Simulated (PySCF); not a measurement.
**Computed properties of In(F)(Br)(Me) (CH3BrFIn), SMILES [In]([F])([CH3])[Br]**

In(F)(Br)(Me) (CH3BrFIn), SMILES [CH3][In]([F])[Br]. Geometry: B3LYP-D3(BJ)/def2-SVP. The structure was generated by enumeration; whether it is a known compound was not checked. The def2 effective core potentials stand for the cores of In; spin–orbit coupling is left out. One conformer was computed; it need not be the lowest. All values are computed for the isolated molecule unless a solvent is named; none is compared with measurement here.

**Structure.** The optimised structure has Cs symmetry. All 15 harmonic modes at B3LYP-D3(BJ)/def2-SVP (PySCF) are real, so it is a minimum. With heavy atoms numbered as in [In:1]([F:2])([Br:3])[CH3:4], the shortest bond between them is In1–F2 at 1.969 Å and the longest In1–Br3 at 2.498 Å.

**Vibrations.** The strongest infrared lines (harmonic, unscaled, degenerate partners summed) lie at 600 cm⁻¹ (63 km/mol, F 84 %, In 15 %), 755 cm⁻¹ (48 km/mol, H 85 %, C 15 %), 246 cm⁻¹ (30 km/mol, Br 60 %, In 36 %). The softest mode is at 25 cm⁻¹ and the zero-point energy is 23.8 kcal/mol.

**Electronic structure.** CAM-B3LYP/def2-TZVP (PySCF) places the frontier levels at -9.60 and -1.04 eV, a gap of 8.56 eV, and gives a dipole moment of 4.06 D and a mean polarisability of 67.1 bohr³. PBE/def2-TZVP (PySCF) at the same geometry gives -6.99 and -2.80 eV, so its gap is 4.37 eV narrower. An orbital gap is neither the optical nor the fundamental gap.

**Excitations.** TDDFT-B3LYP/def2-SVPD (PySCF) has S1 at 4.76 eV (261 nm, f = 0.027, weak); the most intense of the 10 singlets computed lies at 6.11 eV (f = 0.35). T1 (TDA) is at 4.34 eV. TDDFT-PBE/def2-SVPD (PySCF) puts S1 at 4.35 eV. No vertical singlet excitation falls in the visible range (under 3.1 eV).
